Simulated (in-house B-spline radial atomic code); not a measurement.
Whole-atom quantities along the 25-electron series, configuration 1s2 2s2 2p6 3s2 3p6 3d3/2(4) 3d5/2(3). Breit and QED terms are first order and not part of the total energy; the density at the nucleus is averaged over the nuclear charge. Computed with a radial B-spline atomic code at the basis-set limit: Dirac-Hartree-Fock, jj configuration that fills j = l - 1/2 first, finite nuclei.

| ion | Z | E/Z² (Eh) | Σ<r²> (bohr²) | n(0)/Z³ (bohr⁻³) | Lamb diamagnetic shielding (ppm) | repulsion over attraction | Breit energy (eV) | self-energy (eV) | vacuum polarisation (eV) |
| --- | --- | --- | --- | --- | --- | --- | --- | --- | --- |
| Te27+ | 52 | -2.3573 | 1.5986 | 1.5478 | 4944.28 | 0.093065 | 131.72 | 104.11 | -13.699 |
| I28+ | 53 | -2.3696 | 1.5177 | 1.5941 | 5062.72 | 0.091406 | 140.34 | 111.39 | -14.877 |
| Xe29+ | 54 | -2.3816 | 1.4428 | 1.6409 | 5182.02 | 0.089796 | 149.34 | 119.04 | -16.135 |
| Cs30+ | 55 | -2.3934 | 1.3731 | 1.6908 | 5302.21 | 0.088233 | 158.74 | 127.09 | -17.481 |
| Ba31+ | 56 | -2.405 | 1.3083 | 1.7419 | 5423.32 | 0.086714 | 168.54 | 135.54 | -18.918 |
| La32+ | 57 | -2.4164 | 1.2479 | 1.7966 | 5545.38 | 0.085239 | 178.76 | 144.41 | -20.452 |
| Ce33+ | 58 | -2.4277 | 1.1914 | 1.8533 | 5668.44 | 0.083804 | 189.4 | 153.72 | -22.089 |
| Pr34+ | 59 | -2.4389 | 1.1386 | 1.9134 | 5792.52 | 0.082408 | 200.48 | 163.49 | -23.835 |
| Nd35+ | 60 | -2.4499 | 1.0892 | 1.9757 | 5917.65 | 0.08105 | 212 | 173.73 | -25.695 |
| Pm36+ | 61 | -2.4608 | 1.0427 | 2.0383 | 6043.88 | 0.079728 | 223.98 | 184.46 | -27.676 |
| Sm37+ | 62 | -2.4715 | 0.99913 | 2.0966 | 6171.22 | 0.078441 | 236.43 | 195.69 | -29.781 |

**Question.** With what power of Z does the column «Breit energy (eV)» change over this range?

**Answer.** A fit of the logarithm of its size against log Z from Z = 52 to 62 has slope 3.33.
